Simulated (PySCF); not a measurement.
# HfB: frontier orbitals

ωB97X at R = 2.154 Å; Hf def2-TZVPP with ECP60, B def2-TZVPP; scalar-relativistic core potentials (PySCF 2.14). State: ⁴Σ⁻ (quartet), unpaired electrons σ ↑, π ↑↑. Only the outer orbitals are listed, counted within each symmetry, core potentials removing the inner ones.

```json
{"spin": "α", "orbital": "1π", "occ.": "1", "ε (eV)": "-40.18", "on Hf (%)": "100", "main shells (%)": "100 Hf p"}
{"spin": "α", "orbital": "1π", "occ.": "1", "ε (eV)": "-40.18", "on Hf (%)": "100", "main shells (%)": "100 Hf p"}
{"spin": "α", "orbital": "3σ", "occ.": "1", "ε (eV)": "-40.08", "on Hf (%)": "98", "main shells (%)": "98 Hf p"}
{"spin": "α", "orbital": "4σ", "occ.": "1", "ε (eV)": "-14.49", "on Hf (%)": "33", "main shells (%)": "66 B s, 15 Hf s, 11 Hf d"}
{"spin": "α", "orbital": "5σ", "occ.": "1", "ε (eV)": "-8.19", "on Hf (%)": "31", "main shells (%)": "54 B p, 20 Hf s, 15 B s"}
{"spin": "α", "orbital": "2π", "occ.": "1", "ε (eV)": "-8.00", "on Hf (%)": "54", "main shells (%)": "49 Hf d, 45 B p"}
{"spin": "α", "orbital": "2π", "occ.": "1", "ε (eV)": "-8.00", "on Hf (%)": "54", "main shells (%)": "49 Hf d, 45 B p"}
{"spin": "α", "orbital": "6σ", "occ.": "1", "ε (eV)": "-7.48", "on Hf (%)": "94", "main shells (%)": "53 Hf s, 37 Hf d"}
{"spin": "α", "orbital": "1δ", "occ.": "0", "ε (eV)": "0.00", "on Hf (%)": "100", "main shells (%)": "100 Hf d"}
{"spin": "α", "orbital": "1δ", "occ.": "0", "ε (eV)": "0.00", "on Hf (%)": "100", "main shells (%)": "100 Hf d"}
{"spin": "α", "orbital": "3π", "occ.": "0", "ε (eV)": "0.09", "on Hf (%)": "83", "main shells (%)": "53 Hf p, 30 Hf d, 17 B p"}
{"spin": "β", "orbital": "1π", "occ.": "1", "ε (eV)": "-39.55", "on Hf (%)": "100", "main shells (%)": "100 Hf p"}
{"spin": "β", "orbital": "1π", "occ.": "1", "ε (eV)": "-39.55", "on Hf (%)": "100", "main shells (%)": "100 Hf p"}
{"spin": "β", "orbital": "3σ", "occ.": "1", "ε (eV)": "-38.84", "on Hf (%)": "97", "main shells (%)": "97 Hf p"}
{"spin": "β", "orbital": "4σ", "occ.": "1", "ε (eV)": "-11.70", "on Hf (%)": "33", "main shells (%)": "64 B s, 19 Hf s, 9 Hf d"}
{"spin": "β", "orbital": "5σ", "occ.": "1", "ε (eV)": "-7.18", "on Hf (%)": "93", "main shells (%)": "71 Hf s, 13 Hf d, 10 Hf p"}
{"spin": "β", "orbital": "2π", "occ.": "0", "ε (eV)": "-0.52", "on Hf (%)": "59", "main shells (%)": "48 Hf d, 41 B p, 11 Hf p"}
{"spin": "β", "orbital": "2π", "occ.": "0", "ε (eV)": "-0.52", "on Hf (%)": "59", "main shells (%)": "48 Hf d, 41 B p, 11 Hf p"}
{"spin": "β", "orbital": "6σ", "occ.": "0", "ε (eV)": "-0.25", "on Hf (%)": "60", "main shells (%)": "47 Hf d, 20 B s, 19 B p"}
```

Question: Which are the highest filled and the lowest empty level, where do they sit, and how wide is the gap?

Answer: Highest filled β 5σ at -7.18 eV (in %: 71 Hf s, 13 Hf d, 10 Hf p); lowest empty β 2π at -0.52 eV (in %: 48 Hf d, 41 B p, 11 Hf p); the gap at ωB97X is 6.66 eV.

The bond order (Mayer) is 2.06, the ⟨S²⟩ is 3.774 and the charge on Hf (Mulliken, basis-dependent) is 0.13. The charge on Hf (Löwdin, basis-dependent) is 0.33. The dipole moment (positive dipole means Hf(−)B(+)) is -3.02 D.

Spin–orbit coupling is left out. With d or f electrons several states lie close, and the lowest PBE0 determinant need not be the measured ground state.
